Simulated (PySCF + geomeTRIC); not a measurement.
Calculation: PySCF + geomeTRIC with BP86-D3(BJ)/def2-SVP. fastk is a local helper that only speeds up exchange builds. No frequencies were computed at this level.

```python
import json, numpy as np
from pyscf import gto, dft
from fastk import lowrank_exchange
atoms = """
Hf    -0.014201     0.149144    -0.006890
F     -0.050958     0.420559     1.809170
F     -1.097379    -1.283645    -0.390681
F      1.723304    -0.318273    -0.379129
O     -0.757148     1.483309    -1.043519
H     -1.543375     1.353540    -1.587452
"""
def scf(charge, spin, dm0=None):
    mol = gto.M(atom=atoms, basis='def2-svp', ecp={'Hf': 'def2-svp'}, charge=charge, spin=spin, verbose=3, max_memory=3360)
    mf = dft.KS(mol, xc='bp86').density_fit(auxbasis="def2-universal-jkfit")
    mf.disp = 'd3bj'
    mf.grids.level = 3
    mf.conv_tol = 1e-8
    mf.max_cycle = 120
    mf.level_shift = 0.25
    mf.kernel(dm0)
    if not mf.converged:
        mf = mf.newton().run(mf.mo_coeff, mf.mo_occ).undo_soscf()
    return mf
mf = scf(0, 0)
from pyscf.geomopt.geometric_solver import kernel as optimize
path = []
done, mol = optimize(mf, maxsteps=120, assert_convergence=False, callback=lambda env: path.append((env["energy"], bool(env["g_scanner"].converged))))
res = dict(converged=bool(done and path[-1][1]), energy=path[-1][0], path=[e for e, c in path], xyz=mol.atom_coords(unit="Angstrom").tolist(), nao=mol.nao)
json.dump(res, open("result.json", "w"))
```

Output:

```
converged SCF energy = -423.466014865383
Geometry optimization cycle 1
converged SCF energy = -423.466014863225
cycle 1: E = -423.466014863  dE = -423.466  norm(grad) = 0.131136
Geometry optimization cycle 2
converged SCF energy = -423.489844852957
cycle 2: E = -423.489844853  dE = -0.02383  norm(grad) = 0.010466
Geometry optimization cycle 3
converged SCF energy = -423.491147970372
cycle 3: E = -423.49114797  dE = -0.00130312  norm(grad) = 0.00768321
Geometry optimization cycle 4
converged SCF energy = -423.492646534645
cycle 4: E = -423.492646535  dE = -0.00149856  norm(grad) = 0.00824617
Geometry optimization cycle 5
converged SCF energy = -423.492930796766
cycle 5: E = -423.492930797  dE = -0.000284262  norm(grad) = 0.0071986
Geometry optimization cycle 6
converged SCF energy = -423.494086008292
cycle 6: E = -423.494086008  dE = -0.00115521  norm(grad) = 0.00571579
Geometry optimization cycle 7
converged SCF energy = -423.494389437463
cycle 7: E = -423.494389437  dE = -0.000303429  norm(grad) = 0.00446741
Geometry optimization cycle 8
converged SCF energy = -423.494595717558
cycle 8: E = -423.494595718  dE = -0.00020628  norm(grad) = 0.00195196
Geometry optimization cycle 9
converged SCF energy = -423.494664606636
cycle 9: E = -423.494664607  dE = -6.88891e-05  norm(grad) = 0.00189011
Geometry optimization cycle 10
converged SCF energy = -423.494685864906
cycle 10: E = -423.494685865  dE = -2.12583e-05  norm(grad) = 0.000600021
Geometry optimization cycle 11
converged SCF energy = -423.494690298877
cycle 11: E = -423.494690299  dE = -4.43397e-06  norm(grad) = 0.000310669
Geometry optimization cycle 12
converged SCF energy = -423.494692828501
cycle 12: E = -423.494692829  dE = -2.52962e-06  norm(grad) = 0.000685572
Geometry optimization cycle 13
converged SCF energy = -423.494687319896
cycle 13: E = -423.49468732  dE = 5.5086e-06  norm(grad) = 0.00178727
Geometry optimization cycle 14
converged SCF energy = -423.494690732173
cycle 14: E = -423.494690732  dE = -3.41228e-06  norm(grad) = 0.00200238
Geometry optimization cycle 15
converged SCF energy = -423.494703222029
cycle 15: E = -423.494703222  dE = -1.24899e-05  norm(grad) = 0.00135831
Geometry optimization cycle 16
converged SCF energy = -423.49471443703
cycle 16: E = -423.494714437  dE = -1.1215e-05  norm(grad) = 0.00100624
Geometry optimization cycle 17
converged SCF energy = -423.494724883516
cycle 17: E = -423.494724884  dE = -1.04465e-05  norm(grad) = 0.000659499
Geometry optimization cycle 18
converged SCF energy = -423.494729679102
cycle 18: E = -423.494729679  dE = -4.79559e-06  norm(grad) = 0.000363873
Geometry optimization cycle 19
converged SCF energy = -423.494730778315
cycle 19: E = -423.494730778  dE = -1.09921e-06  norm(grad) = 0.000404369
Geometry optimization cycle 20
converged SCF energy = -423.494723521189
cycle 20: E = -423.494723521  dE = 7.25713e-06  norm(grad) = 0.000756547
Geometry optimization cycle 21
converged SCF energy = -423.4947285984
cycle 21: E = -423.494728598  dE = -5.07721e-06  norm(grad) = 0.000416723
Geometry optimization cycle 22
converged SCF energy = -423.494729841948
cycle 22: E = -423.494729842  dE = -1.24355e-06  norm(grad) = 0.000361865
<class 'geometric.internal.Distance'> : 5
<class 'geometric.internal.Angle'> : 7
<class 'geometric.internal.Dihedral'> : 3
<class 'geometric.internal.TranslationX'> : 1
<class 'geometric.internal.TranslationY'> : 1
<class 'geometric.internal.TranslationZ'> : 1
<class 'geometric.internal.RotationA'> : 1
<class 'geometric.internal.RotationB'> : 1
<class 'geometric.internal.RotationC'> : 1
Step    0 : Gradient = 5.354e-02/6.963e-02 (rms/max) Energy = -423.4660148632
Step    1 : Displace = 9.857e-02/1.263e-01 (rms/max) Trust = 1.000e-01 (=) Grad = 4.273e-03/6.212e-03 (rms/max) E (change) = -423.4898448530 (-2.383e-02) Quality = 0.681
Step    2 : Displace = 4.148e-02/5.814e-02 (rms/max) Trust = 1.000e-01 (=) Grad = 3.137e-03/5.571e-03 (rms/max) E (change) = -423.4911479704 (-1.303e-03) Quality = 1.686
Step    3 : Displace = 1.058e-01/1.462e-01 (rms/max) Trust = 1.414e-01 (+) Grad = 3.366e-03/5.909e-03 (rms/max) E (change) = -423.4926465346 (-1.499e-03) Quality = 1.095
Step    4 : Displace = 2.015e-02/3.503e-02 (rms/max) Trust = 2.000e-01 (+) Grad = 2.939e-03/5.164e-03 (rms/max) E (change) = -423.4929307968 (-2.843e-04) Quality = 1.843
Step    5 : Displace = 1.088e-01/1.895e-01 (rms/max) Trust = 2.828e-01 (+) Grad = 2.333e-03/2.935e-03 (rms/max) E (change) = -423.4940860083 (-1.155e-03) Quality = 1.221
Step    6 : Displace = 4.141e-02/7.062e-02 (rms/max) Trust = 3.000e-01 (+) Grad = 1.824e-03/2.064e-03 (rms/max) E (change) = -423.4943894375 (-3.034e-04) Quality = 1.383
Step    7 : Displace = 2.734e-02/4.662e-02 (rms/max) Trust = 3.000e-01 (=) Grad = 7.969e-04/9.912e-04 (rms/max) E (change) = -423.4945957176 (-2.063e-04) Quality = 1.286
Step    8 : Displace = 1.669e-02/2.455e-02 (rms/max) Trust = 3.000e-01 (=) Grad = 7.716e-04/1.376e-03 (rms/max) E (change) = -423.4946646066 (-6.889e-05) Quality = -0.000
Step    9 : Displace = 8.277e-03/9.757e-03 (rms/max) Trust = 8.345e-03 (-) Grad = 2.450e-04/4.945e-04 (rms/max) E (change) = -423.4946858649 (-2.126e-05) Quality = 1.226
Step   10 : Displace = 3.359e-03/3.915e-03 (rms/max) Trust = 1.180e-02 (+) Grad = 1.268e-04/1.784e-04 (rms/max) E (change) = -423.4946902989 (-4.434e-06) Quality = 0.987
Step   11 : Displace = 2.919e-03/3.704e-03 (rms/max) Trust = 1.669e-02 (+) Grad = 2.799e-04/5.146e-04 (rms/max) E (change) = -423.4946928285 (-2.530e-06) Quality = 0.540
Step   12 : Displace = 7.380e-03/8.846e-03 (rms/max) Trust = 1.669e-02 (=) Grad = 7.296e-04/1.471e-03 (rms/max) E (change) = -423.4946873199 (+5.509e-06) Quality = -0.348
Step   13 : Displace = 3.380e-03/5.141e-03 (rms/max) Trust = 3.690e-03 (-) Grad = 8.175e-04/1.564e-03 (rms/max) E (change) = -423.4946907322 (-3.412e-06) Quality = 0.190
Step   14 : Displace = 1.943e-03/2.507e-03 (rms/max) Trust = 1.690e-03 (-) Grad = 5.406e-04/7.817e-04 (rms/max) E (change) = -423.4947032220 (-1.249e-05) Quality = 1.051
Step   15 : Displace = 2.442e-03/3.368e-03 (rms/max) Trust = 2.390e-03 (+) Grad = 3.918e-04/5.836e-04 (rms/max) E (change) = -423.4947144370 (-1.122e-05) Quality = 0.940
Step   16 : Displace = 3.403e-03/4.579e-03 (rms/max) Trust = 3.380e-03 (+) Grad = 2.382e-04/3.527e-04 (rms/max) E (change) = -423.4947248835 (-1.045e-05) Quality = 1.028
Step   17 : Displace = 4.750e-03/6.098e-03 (rms/max) Trust = 4.781e-03 (+) Grad = 7.006e-05/1.180e-04 (rms/max) E (change) = -423.4947296791 (-4.796e-06) Quality = 0.868
Step   18 : Displace = 2.280e-03/3.761e-03 (rms/max) Trust = 6.761e-03 (+) Grad = 9.390e-05/1.471e-04 (rms/max) E (change) = -423.4947307783 (-1.099e-06) Quality = 1.809
Step   19 : Displace = 3.715e-03/5.729e-03 (rms/max) Trust = 9.561e-03 (+) Grad = 2.777e-04/5.466e-04 (rms/max) E (change) = -423.4947235212 (+7.257e-06) Quality = -5.443
Step   20 : Displace = 1.895e-03/2.927e-03 (rms/max) Trust = 1.857e-03 (x) Grad = 1.016e-04/1.969e-04 (rms/max) E (change) = -423.4947285984 (+2.180e-06) Quality = -1.944
Step   21 : Displace = 9.254e-04/1.442e-03 (rms/max) Trust = 9.287e-04 (x) Grad = 5.740e-05/8.520e-05 (rms/max) E (change) = -423.4947298419 (+9.364e-07) Quality = -1.096
Converged! =D
```

Cost: very roughly 3 core-minutes.
